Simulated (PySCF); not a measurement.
# How methods differ on the ionisation energy of Ce⁴²⁺

Ce⁴²⁺ [Ne] 3s2 3p4 (3P) → Ce⁴³⁺ [Ne] 3s2 3p3 (4S), as a difference of total energies. Computed with PySCF 2.14 in an even-tempered Gaussian basis (18 s from 7.7 bohr⁻², ratio 2.5; 12 p from 10 bohr⁻², ratio 2.5; 4 d from 44 bohr⁻², ratio 2.7; 4 f from 66 bohr⁻², ratio 2.7), with scalar relativity by spin-free X2C-1e. Correlated levels: outer shells: 1s2 frozen; virtual orbitals above 40 to 60 times the deepest correlated orbital energy dropped. The calculations carry no spin-orbit coupling.

```
                method  ionisation energy (eV)
                   UHF                  3297.3
                   LDA                  3300.1
                   PBE                  3300.9
                  PBE0                  3300.5
                r2SCAN                  3300.2
             BHandHLYP                  3300.1
                   M06                  3299.9
    MP2 (outer shells)                  3298.4
SCS-MP2 (outer shells)                  3298.4
```

Spin-orbit coupling is strong in these open shells (close to jj coupling). The scalar numbers leave it out and a first-order estimate fails, so it can dominate the gap to the real levels.

The ground level that NIST lists for one species does not belong to the high-spin term computed here, so part of any gap is the choice of state.

Breit and QED terms and the two-electron picture change are absent.

For comparison: 3274 ± 4 eV (theoretical estimate listed by NIST; NIST Atomic Spectra Database, ionization energies).
